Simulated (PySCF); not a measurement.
Compound: C₄H₁₁B₂ClO.
Atom-mapped SMILES: `[BH2:1][CH2:2][BH:3][O:4][C@@H:5]([CH3:6])[CH2:7][Cl:8]` (hydrogens: H9, H10 on B1; H11, H12 on C2; H13 on B3; H14 on C5; H15, H16, H17 on C6; H18, H19 on C7)

The calculation used PBE0-D3(BJ)/def2-SVP geometry optimisation, gas phase in PySCF.

List the bond lengths, angles and torsions at this level.

| bond | length (bohr) | order |
| --- | --- | --- |
| B1–C2 | 2.924 | single |
| C2–B3 | 3.000 | single |
| B3–O4 | 2.550 | single |
| O4–C5 | 2.682 | single |
| C5–C6 | 2.858 | single |
| C5–C7 | 2.878 | single |
| C7–Cl8 | 3.367 | single |
| B1–H9, B1–H10 | 2.289 | single |
| C2–H11 | 2.080 | single |
| C2–H12 | 2.082 | single |
| B3–H13 | 2.287 | single |
| C5–H14 | 2.085 | single |
| C6–H15, C6–H16, C6–H17 | 2.078 | single |
| C7–H18 | 2.077 | single |
| C7–H19 | 2.076 | single |

Bonds in one row agree within 0.02 bohr and their mean is given. Orders are formal, as drawn. A selection of angles:
| angle | degrees |
| --- | --- |
| B1–C2–B3 | 105.0 |
| C2–B3–O4 | 124.0 |
| B3–O4–C5 | 125.4 |
| O4–C5–C6 | 108.6 |
| O4–C5–C7 | 106.5 |
| C6–C5–C7 | 113.7 |
| C5–C7–Cl8 | 111.5 |

Torsions: B1–C2–B3–O4 -86° (synclinal); C2–B3–O4–C5 1° (synperiplanar); B3–O4–C5–C6 136° (anticlinal); O4–C5–C7–Cl8 175° (antiperiplanar).

Of the pairs four or more bonds apart, C2···H14 is among the closest relative to their van der Waals radii: 2.59 Å, 89 % of the sum of Bondi's values. B3 (three-coordinate boron) is planar (angles 124.0°, 121.2° and 114.7°, sum 360.0°, 0.01 Å off the plane of its three neighbours). B1 (three-coordinate boron) is planar (angles 121.1°, 120.8° and 118.0°, sum 359.9°, 0.02 Å off the plane of its three neighbours). The 2 B–C bonds span 1.548 Å (B1–C2, drawn single) to 1.588 Å (C2–B3, drawn single), a spread of 0.040 Å.

Point group: C1 (no symmetry element, even within 0.4 Å). Not checked by PBE0-D3(BJ)/def2-SVP frequencies. The numbers are those of one conformer (H–B1–C2–B3 93° and -83°, B1–C2–B3–O4 -86°, C2–B3–O4–C5 1°, B3–O4–C5–C6 136°, O4–C5–C7–Cl8 175°).
